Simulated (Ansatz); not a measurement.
Which is lower?

The two ends of one reaction step of ZnH3OF, singlet (PBE0-D4/def2-TZVP).

A:

Zn1  (-0.130, -0.293, 0.591)
H2  (-0.425, 0.859, 1.550)
O3  (0.196, -1.705, -0.442)
H4  (0.021, 2.201, -0.549)
F5  (0.200, 1.502, -1.127)
H6  (0.138, -2.564, -0.022)
(Å)

B:

```xyz
6
angstrom
Zn 0.2341 -0.1957 -0.9294
H -0.4089 1.0745 1.4744
O 0.1971 -1.8746 -0.3974
H -0.3080 1.5882 0.9375
F 0.3124 1.4069 -1.6117
H -0.0267 -1.9992 0.5267
```

Ansatz 0.2.0; basis: def2-TZVPP; cores frozen in the correlated methods. The 3s and 3p shells of Cu and Zn are frozen; filled d shells are correlated. B3LYP uses VWN-RPA correlation.

(1) Which structure is lower at CCSD(T), and by how much? (An estimate is asked for; the value comes from the calculation.)

The T1 diagnostic stays at or below 0.018.

Results:

(1) The calculation gives: B, by 0.259 eV (electronic energy, against the other). By their contacts, A is a complex of ZnH₂O ([OH][ZnH]) + HF and B is a complex of ZnHOF ([OH][Zn][F]) + H₂.

All methods give the same order:

```csv
method,E(B) − E(A) (eV)
SPW92,-0.073
PBE-D4,-0.236
BLYP-D4,-0.321
r2SCAN-D4,-0.278
B97M-V,-0.216
PBE0-D4,-0.203
B3LYP-D4,-0.279
r2SCAN0-D4,-0.237
BHLYP-D4,-0.267
CAM-B3LYP-D4,-0.264
wB97X-V,-0.292
wB97M-V,-0.224
B2PLYP,-0.302
PBE-QIDH,-0.242
RPA on PBE,-0.276
HF,-0.324
MP2,-0.292
CCSD,-0.259
CCSD(T),-0.259
```

Labels in which every atom is bracketed show which atoms are joined, not bond orders.

For scale, one of the runs: CCSD(T)/def2-TZVPP, 168 basis functions, launched by `ansatz run in.yaml --threads 4 --pin off --events-out ev --progress --plain --max-ram 9574MiB`. Hardware: 4 CPU threads of an Arm Neoverse V1, shared host. Wall time 31 s; peak host memory 1.4 GiB.
